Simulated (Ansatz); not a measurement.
System: sum formula BCl₂F, net charge 0, singlet state. 
Geometry from a B3LYP-D3(BJ)/def2-TZVP (Ansatz, a quantum-chemistry and plane-wave program) optimisation:
```
B
F 1 1.3143
Cl 1 1.7469 2 119.19
Cl 1 1.7469 2 119.19 3 -180.00
```

Computed values are from Ansatz. Cores are frozen in the correlated levels unless marked. Open shells are spin-unrestricted. Spin-orbit coupling is left out. Non-relativistic. CBS marks a two-point X^-3 extrapolation of the correlation energy; Hartree-Fock from the larger set.

```json
{
 "atomisation energy De": "371.2 kcal/mol at CCSD(T)/CBS(cc-pV(T+d)Z,cc-pV(Q+d)Z)",
 "total_energy": "-1044.2741 Eh at CCSD(T)/CBS(cc-pV(T+d)Z,cc-pV(Q+d)Z)",
 "dipole_moment": "0.26 D at CCSD(T)/aug-cc-pV(D+d)Z",
 "T1 diagnostic": "0.011 at CCSD/cc-pV(Q+d)Z"
}
```
